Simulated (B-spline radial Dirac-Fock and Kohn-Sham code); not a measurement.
Kr⁴⁺: photoemission with 184 eV photons

System: Kr⁴⁺, configuration 1s2 2s2 2p6 3s2 3p6 3d10 4s2 4p2.

The computed values come from a radial atomic solver: Dirac-Hartree-Slater photoionisation with all multipoles and Dirac-Fock thresholds. The asymmetry parameter β is from the dipole term alone. Kinetic energies are from the vacuum level. Open shells are spread statistically over j, without multiplet splitting.

| subshell | electrons | binding (eV) | kinetic (eV) | σ (kb) | β |
| --- | --- | --- | --- | --- | --- |
| 3d3/2 | 4 | 153.2 | 30.79 | 2380 | 0.30 |
| 3d5/2 | 6 | 152.0 | 32.03 | 3600 | 0.32 |
| 4s | 2 | 78.79 | 105.2 | 107 | 2.00 |
| 4p1/2 | 0.67 | 63.11 | 120.9 | 27.5 | 1.11 |
| 4p3/2 | 1.33 | 62.16 | 121.8 | 59.5 | 1.11 |

Branching ratios of the spin-orbit partners (statistical value in brackets): 3d 1.51 (1.50), 4p 2.17 (2.00).

At such low photon energies correlation between channels can change these cross sections by tens of per cent.

Run: 7.2 s of CPU time on 1 thread of Neoverse-N1 (shared host), peak memory 0.33 GiB.
